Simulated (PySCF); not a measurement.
**Orbital levels and atomic charges**

System: C21H12 (cumulene), SMILES CC(C)=C=C=C=C=C=C=C=C=C=C=C=C=C=C=C=C(C)C.

Cartesian coordinates (Å):
```
  1 C   -11.018   -0.149   -1.218
  2 C   -10.183   -0.923   -0.244
  3 C   -10.915   -1.836    0.693
  4 C    -8.870   -0.805   -0.211
  5 C    -7.614   -0.687   -0.185
  6 C    -6.337   -0.568   -0.154
  7 C    -5.074   -0.456   -0.127
  8 C    -3.802   -0.343   -0.097
  9 C    -2.537   -0.233   -0.061
 10 C    -1.267   -0.116   -0.026
 11 C     0.000   -0.001    0.008
 12 C     1.267    0.116    0.036
 13 C     2.536    0.233    0.060
 14 C     3.801    0.345    0.087
 15 C     5.073    0.456    0.119
 16 C     6.335    0.566    0.149
 17 C     7.613    0.683    0.182
 18 C     8.869    0.803    0.215
 19 C    10.183    0.923    0.246
 20 C    10.863    1.941    1.110
 21 C    11.072    0.046   -0.583
 22 H   -11.632   -0.830   -1.809
 23 H   -10.396    0.439   -1.888
 24 H   -11.690    0.522   -0.682
 25 H   -11.667   -1.276    1.249
 26 H   -10.234   -2.309    1.395
 27 H   -11.433   -2.613    0.129
 28 H    10.145    2.489    1.715
 29 H    11.581    1.450    1.768
 30 H    11.413    2.649    0.488
 31 H    11.709   -0.556    0.066
 32 H    10.490   -0.619   -1.217
 33 H    11.721    0.657   -1.211
```

Method: PBE0/def2-SVP, gas phase, PySCF, fitting set def2-universal-JFIT up to Ne and JKFIT beyond, grid level 1.

Q: Give the orbital energies near the gap.

A: 
```tsv
orbital	eV
HOMO-4	-8.03
HOMO-3	-6.88
HOMO-2	-6.87
HOMO-1	-5.55
HOMO	-5.54
LUMO	-3.35
LUMO+1	-3.34
LUMO+2	-1.78
LUMO+3	-1.77
```

Q: Give the partial charges of the non-hydrogen atoms.

A: 
| atom | Mulliken | IAO | Hirshfeld |
| --- | --- | --- | --- |
| C1 | 0.04 | -0.41 | -0.10 |
| C2 | -0.37 | 0.04 | 0.05 |
| C3 | 0.04 | -0.41 | -0.10 |
| C4 | 0.05 | -0.02 | -0.01 |
| C5 | 0.01 | -0.04 | -0.03 |
| C6 | -0.06 | -0.02 | -0.02 |
| C7 | 0.00 | -0.02 | -0.02 |
| C8 | -0.01 | -0.02 | -0.02 |
| C9 | -0.02 | -0.02 | -0.02 |
| C10 | -0.02 | -0.02 | -0.02 |
| C11 | -0.01 | -0.02 | -0.02 |
| C12 | -0.02 | -0.02 | -0.02 |
| C13 | -0.02 | -0.02 | -0.02 |
| C14 | -0.01 | -0.02 | -0.02 |
| C15 | 0.00 | -0.02 | -0.02 |
| C16 | -0.06 | -0.02 | -0.02 |
| C17 | 0.01 | -0.04 | -0.03 |
| C18 | 0.05 | -0.02 | -0.01 |
| C19 | -0.37 | 0.04 | 0.05 |
| C20 | 0.04 | -0.41 | -0.10 |
| C21 | 0.04 | -0.41 | -0.10 |
